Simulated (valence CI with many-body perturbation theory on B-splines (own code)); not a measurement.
# Hyperfine factors and g values of Er¹⁷⁺

Calculated by relativistic CI+MBPT: five valence electrons over a frozen Dirac-Fock core [Kr] 4d10, a basis of 7 s, 7 p, 7 d, 7 f, 4 g, 2 h functions for each j, with the one-electron correlation potential Σ1 (screened to all orders), the two-electron term Σ2, the three-electron term Σ3, Breit, model QED; selected single and double excitations, second order for the rest (own B-spline code, finite nucleus).

No measured spectrum was set against this ion. As an estimate, terms of the open shell hold to a few per cent of their energy, and close levels can change places. Core correlation moves these levels by up to 3400 cm⁻¹, and in measured spectra 5 to 20 % of such shifts remained as error; rates that hang on mixing are uncertain with them. Among the levels kept, up to 1100 cm⁻¹ of a level comes from second order outside the variational space, and about a tenth of that is noise between levels of different J, which matters for small intervals. Only levels of the ground parity were solved; by the run's estimate the other parity begins above the list, which can be wrong where configurations are misplaced.

A/g_I is the dipole constant over the nuclear g factor μ/I (μ in nuclear magnetons, uniformly magnetised nucleus), B/Q the quadrupole constant per barn. Both hold the static response of the core; the bare values leave it out. Large factors of s and p1/2 electrons are usually good to 5 to 10 %; those of open d and f shells near neutrality can be off by tens of per cent, and small factors of p3/2, d and f electrons come from cancelling terms and can be off by a factor of two or in sign, in half-filled shells by more. B is blank for J = 1/2, where it vanishes, and for nearly pure S terms. Energies count from the lowest level.

Names give the largest LS component (configuration and term), which can be under half, so a name can repeat, a term be missing and a line seem to break the LS rules; names also repeat where a configuration has a term twice. Letters in brackets count levels of one name in rising energy.

```
           Level  E (eV)       g  A/g_I (MHz)  A/g_I bare  B/Q (MHz/b)  B/Q bare
     4f⁵ ⁶H°_5/2  0.0000   0.321         3320        2470        -1950     -1630
     4f⁵ ⁶H°_7/2  0.4615   0.835         1880        1720        -1650     -1390
     4f⁵ ⁶H°_9/2  0.9500   1.069         1250        1410        -1690     -1430
    4f⁵ ⁶H°_11/2   1.440   1.194          933        1270        -1920     -1640
     4f⁵ ⁶F°_1/2   1.752  -0.619         6830        4940                       
     4f⁵ ⁶F°_3/2   1.790   1.035         1630        1820         -213      -176
     4f⁵ ⁶F°_5/2   1.916   1.269          858        1330         -245      -211
    4f⁵ ⁶H°_13/2   1.916   1.268          771        1210        -2320     -1990
     4f⁵ ⁶F°_7/2   2.292   1.372          445        1020          112      76.6
    4f⁵ ⁶H°_15/2   2.363   1.312          695        1210        -2830     -2430
     4f⁵ ⁶F°_9/2   2.772   1.418          277         902          572       455
    4f⁵ ⁶F°_11/2   3.290   1.440          222         878         1120       916
 4f⁵ ⁴G°_5/2 [a]   4.009   0.813         2170        2040        -1780     -1500
     4f⁵ ⁴F°_3/2   4.450   0.462         3040        2400         -151      -127
    4f⁵ ⁴M°_15/2   4.529   0.902         1790        1750         1340      1100
 4f⁵ ⁴G°_7/2 [a]   4.894   1.063         1370        1540        -1630     -1390
     4f⁵ ⁴I°_9/2   4.909   0.755         2160        1910        -1260     -1050
    4f⁵ ⁴I°_11/2   5.000   0.892         1810        1750         -758      -641
4f⁵ ⁴K°_13/2 [a]   5.024   0.955         1660        1700         -202      -190
    4f⁵ ⁴M°_17/2   5.320   0.994         1520        1600         1840      1530
     4f⁵ ⁴P°_5/2   5.485   1.299          881        1420        -1340     -1130
    4f⁵ ⁴I°_15/2   5.681   1.054         1350        1500         -344      -311
     4f⁵ ⁴G°_9/2   5.790   1.158         1090        1390        -1290     -1110
     4f⁵ ⁴F°_5/2   5.841   1.085         1280        1470        -24.9     -29.7
    4f⁵ ⁴M°_19/2   5.893   1.071         1320        1510         2010      1660
    4f⁵ ⁴L°_13/2   6.127   0.935         1630        1620         -574      -476
     4f⁵ ²P°_1/2   6.160   0.324         4550        4000                       
     4f⁵ ⁶P°_3/2   6.170   1.987        -1710        -416          267       214
    4f⁵ ⁴L°_15/2   6.267   1.035         1410        1550        -51.3     -53.9
    4f⁵ ⁴M°_21/2   6.286   1.125         1210        1480         2050      1690
    4f⁵ ⁴K°_11/2   6.314   0.868         1800        1690        -1100      -898
4f⁵ ⁴G°_11/2 [a]   6.508   1.184         1020        1350         -149      -146
 4f⁵ ⁴F°_7/2 [a]   6.562   1.254          768        1180          178       128
    4f⁵ ⁴L°_17/2   6.672   1.074         1310        1500        -37.7     -46.6
4f⁵ ⁴K°_13/2 [b]   6.674   0.983         1560        1620        -1080      -897
     4f⁵ ⁴H°_7/2   6.858   0.846         1780        1630        -12.3     -10.0
 4f⁵ ⁴F°_7/2 [b]   6.911   1.299          571        1030          849       699
 4f⁵ ⁴F°_9/2 [a]   6.939   1.130         1170        1440          467       378
     4f⁵ ⁴D°_3/2   7.046   1.427          238         875        -64.1     -44.3
     4f⁵ ⁶P°_5/2   7.055   1.543         7.69         824        -1290     -1080
```

Problem. Take the isotope of mass number 167, with I = 7/2, μ = -0.5623 μN and Q = 3.57 b. What is the hyperfine structure of 4f⁵ ⁶F°_3/2?

Solution. From the table A = -262 MHz, B = -759 MHz. Shifts from the centre of gravity in MHz: F = 2: 1360, F = 3: 1120, F = 4: 287, F = 5: -1570.
